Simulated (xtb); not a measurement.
Species: C$_{2}$H$_{7}$Si, SMILES `CC[SiH2]` (charge 0, multiplicity 2).

Task: Give a relaxed geometry from GFN2-xTB in xtb.

Result: Several could match; the one computed here: the end point of this relaxation, one of several conformers (outside a Z-matrix the atoms follow the SMILES, hydrogens last).
Z-matrix (Å, degrees):
```
C
H 1 1.0919
H 1 1.0947 2 106.26
C 1 1.5247 2 109.23 3 -117.23
H 4 1.0882 1 110.75 2 -60.94
H 4 1.0885 5 108.08 1 121.44
H 4 1.0896 5 108.21 6 116.77
Si 1 1.9000 2 110.09 3 118.04
H 8 1.4578 1 112.65 2 -53.21
H 8 1.4587 9 113.24 1 129.38
```
